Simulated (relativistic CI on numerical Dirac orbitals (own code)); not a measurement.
**Crystal-field levels of Cd⁴⁺, 4d8**

Calculated by Dirac-Coulomb-Breit CI, KLI orbitals optimised for each configuration, a model potential for QED, valence Slater integrals scaled by 0.9, one configuration in a parametric crystal field (own radial code). With so little scaling, terms lie 10 to 35 % too far apart, which can change the order of excited levels.

Field parameters in Wybourne normalisation: D3d B²₀ = −7Dσ, B⁴₀ = −14Dq − 21Dτ, B⁴₃ = −14√(10/7) Dq; Oh B⁴₀ = 21Dq, B⁴₄ = √(5/14) B⁴₀; Td as Oh with Dq negative (B⁴₀ = 21Dq, B⁴₄ = √(5/14) B⁴₀). The field is a parameter set, without covalency.

S and J are read from ⟨S²⟩ = S(S + 1) and ⟨J²⟩ = J(J + 1) of each level; they are not fictitious spins.

Oh, 10Dq = 32550 cm⁻¹, the lowest 10 levels:

```
E (cm⁻¹)  Degeneracy  Irrep     S     J
     0.0           3     T2  1.00  3.42
   15837           2      E  0.07  2.88
   29257           1     A1  0.11  3.42
   31947           2      E  0.99  3.68
   31966           3     T1  1.00  3.53
   33379           3     T2  0.99  3.10
   34211           1     A2  1.00  3.00
   43693           3     T1  0.99  2.47
   43699           3     T2  0.98  2.21
   44026           1     A1  0.96  2.87
```

D3d, 10Dq = 11700, Dσ = 710, Dτ = -170 cm⁻¹, the lowest 10 levels:

```csv
E (cm⁻¹),Degeneracy,Irrep,S,J
0.0,2,E,1.00,3.63
56.0,1,A1,1.00,3.60
9595,2,E,0.94,3.71
10407,1,A2,0.99,3.75
10951,2,E,0.99,3.69
12683,1,A1,0.98,3.04
12802,2,E,0.99,2.94
13479,1,A2,1.00,3.00
15056,2,E,0.49,2.70
15616,1,A1,0.97,3.75
```

Td, 10Dq = -14400 cm⁻¹, the lowest 10 levels:

```json
{"E (cm⁻¹)": "0.0", "Degeneracy": "1", "Irrep": "A1", "S": "1.00", "J": "3.92"}
{"E (cm⁻¹)": "1413", "Degeneracy": "3", "Irrep": "T1", "S": "1.00", "J": "3.73"}
{"E (cm⁻¹)": "3574", "Degeneracy": "2", "Irrep": "E", "S": "0.99", "J": "3.40"}
{"E (cm⁻¹)": "4480", "Degeneracy": "3", "Irrep": "T2", "S": "0.99", "J": "2.98"}
{"E (cm⁻¹)": "14059", "Degeneracy": "3", "Irrep": "T2", "S": "0.73", "J": "3.13"}
{"E (cm⁻¹)": "16091", "Degeneracy": "3", "Irrep": "T1", "S": "1.00", "J": "3.25"}
{"E (cm⁻¹)": "16377", "Degeneracy": "2", "Irrep": "E", "S": "0.88", "J": "2.88"}
{"E (cm⁻¹)": "17612", "Degeneracy": "1", "Irrep": "A2", "S": "1.00", "J": "3.00"}
{"E (cm⁻¹)": "18644", "Degeneracy": "2", "Irrep": "E", "S": "0.39", "J": "2.87"}
{"E (cm⁻¹)": "20536", "Degeneracy": "3", "Irrep": "T2", "S": "0.57", "J": "2.97"}
```

The free-ion ground term has S = 1. Every field shown keeps that spin.

Levels of this model without a field, named by their leading LS term: ³F4 0, ³F3 5057, ³F2 7108, ³P2 15040, ³P1 20340, ³P0 20514, ¹D2 21596, ¹G4 24507 cm⁻¹.
